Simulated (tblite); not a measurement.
A tight-binding relaxation on `[O]C[C@@H]1C=C(Cl)CC1` [radical].

Computed with GFN2-xTB geometry optimisation, gas phase (tblite 0.8.0). Start geometry: from a force field or distance geometry. The command runs a driver script over a list of jobs; the input below is this job's line of settings and its coordinates in Å.

Command:
```bash
OMP_NUM_THREADS=1 python probes_run.py task.json out
```

Input:
```
{"job": {"kind": "relax", "xc": "GFN2-xTB", "basis": "xTB"}, "charge": 0, "multiplicity": 2}
O     -2.894800     0.335600     0.048600
C     -1.990600    -0.565400    -0.263800
C     -0.637500     0.175200    -0.515300
C      0.453000    -0.728000    -1.007400
C      1.609700    -0.454400    -0.393300
Cl     3.090900    -1.224400    -0.693800
C      1.501900     0.668300     0.570000
C     -0.006000     0.788900     0.758000
H     -1.754700    -1.356500     0.489500
H     -2.166000    -1.185900    -1.148100
H     -0.787000     0.957200    -1.283900
H      0.296100    -1.491300    -1.755200
H      1.986000     0.448000     1.537600
H      1.930000     1.583600     0.153600
H     -0.320800     1.833800     0.908700
H     -0.317600     0.224300     1.660600
```

Output:
```
step      E/eV     max force
  0    -692.09344    1.335
  1    -692.16314    0.657
  2    -692.20265    0.487
  3    -692.22670    0.515
  4    -692.24283    0.400
  5    -692.25019    0.196
  6    -692.25383    0.200
  7    -692.25729    0.180
  8    -692.25986    0.160
  9    -692.26139    0.082
... (72 lines left out)
 82    -692.36749    0.027
 83    -692.36764    0.037
 84    -692.36781    0.032
 85    -692.36793    0.018
 86    -692.36801    0.020
 87    -692.36807    0.021
 88    -692.36812    0.017
 89    -692.36815    0.014
 90    -692.36818    0.011
 91    -692.36819    0.008
```

«max force» is the largest atomic force in eV/Å.

Problem. From which step on does the largest force stay under 0.1 eV/Å, and how much energy is left to gain from there?

Solution. From step 66 (0.073 eV/Å), 4.7 meV above the end.

Summary of the converged run: energy lowered by 6.3 kcal/mol over 91 steps; largest atomic force 0.008 eV/Å at the end.

Problem. Where do the atoms end?

Solution. 0.623 Å rms from the input after alignment:
```
atom  x, y, z in Å
O1    -2.7121   -0.0941    0.5395
C2    -1.7495   -0.7668   -0.0041
C3    -0.6571    0.2840   -0.6447
C4     0.4488   -0.4771   -1.2446
C5     1.5296   -0.4356   -0.4558
Cl6    3.0190   -1.2098   -0.7522
C7     1.3196    0.3971    0.7702
C8    -0.0136    1.0987    0.4772
H9    -1.1461   -1.3676    0.7070
H10   -2.0498   -1.3853   -0.8744
H11   -1.2506    0.8722   -1.3414
H12    0.3546   -1.0321   -2.1604
H13    1.2597   -0.2465    1.6513
H14    2.1378    1.0985    0.9325
H15    0.1670    2.1134    0.1192
H16   -0.6647    1.1601    1.3464
```

Hardware: Arm Neoverse V2, one thread, on a shared host. Cost: 0.53 s of wall time.
Labels such as C1 count atoms from 1, the log's own numbers from 0.
